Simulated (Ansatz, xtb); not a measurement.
## Two conformers of AlH3OSe

We compare X, `[OH][AlH][SeH]`, a singlet, with Y, `[OH][AlH][SeH]`, a singlet. Both are isolated molecules in the gas phase, relaxed with r2SCAN-D4/def2-TZVP.

X (Å):

```xyz
6

Al    0.2475   -0.0585    0.0294
O     0.3846   -1.5287   -0.7950
Se   -1.8283    0.6191    0.8146
H    -1.2364    1.8467    1.3617
H     1.5456    0.8008    0.2336
H    -0.3347   -2.1340   -0.9775
```

Y (Å):

```xyz
6

Al    0.7243    0.7889   -0.3192
O    -0.6884    1.6322   -0.7295
Se    0.8658   -1.3873   -1.0776
H    -0.4537   -1.2514   -1.7104
H     1.8881    1.4299    0.5295
H    -0.8566    2.5394   -0.4700
```

Question: Estimate E(Y) − E(X) at the level CCSD(T)/def2-TZVPP.

Answer: Too close to call at this level: CCSD(T)/def2-TZVPP gives E(Y) − E(X) = +0.017 eV.

The same difference at several levels:

```json
{"level": "r2SCAN-D4/def2-TZVP", "geometry": "r2SCAN-D4/def2-TZVP", "E(Y) − E(X) (eV)": "+0.019", "departure from the last row (eV)": "+0.001", "job, with rough time for the two": "optimisation, 2.1 min"}
{"level": "HF/def2-TZVPP", "geometry": "r2SCAN-D4/def2-TZVP", "E(Y) − E(X) (eV)": "+0.019", "departure from the last row (eV)": "+0.002", "job, with rough time for the two": "part of the CCSD(T) run"}
{"level": "MP2/def2-TZVPP", "geometry": "r2SCAN-D4/def2-TZVP", "E(Y) − E(X) (eV)": "+0.017", "departure from the last row (eV)": "−0.001", "job, with rough time for the two": "part of the CCSD(T) run"}
{"level": "CCSD(T)/def2-TZVPP", "geometry": "r2SCAN-D4/def2-TZVP", "E(Y) − E(X) (eV)": "+0.017", "departure from the last row (eV)": "", "job, with rough time for the two": "single point, 1.8 min"}
```

The largest departure from CCSD(T)/def2-TZVPP is that of HF/def2-TZVPP, 0.002 eV. Levels run at GFN2-xTB geometries aren't shown.

With harmonic frequencies from r2SCAN-D4/def2-TZVP (ideal gas, rigid rotor, one conformer each, 298.15 K, 1 atm): on the last row, ΔE + ΔZPE = +0.014, ΔH = +0.014, ΔG = +0.016 eV.

The correlated steps freeze 15 core orbitals; the filled d shell of Se is correlated, in a basis made for valence electrons. Run with Ansatz 0.2.0; the last row on 2 threads of Intel(R) Xeon(R) Processor @ 2.50GHz (Skylake/Cascade Lake) on a shared host.
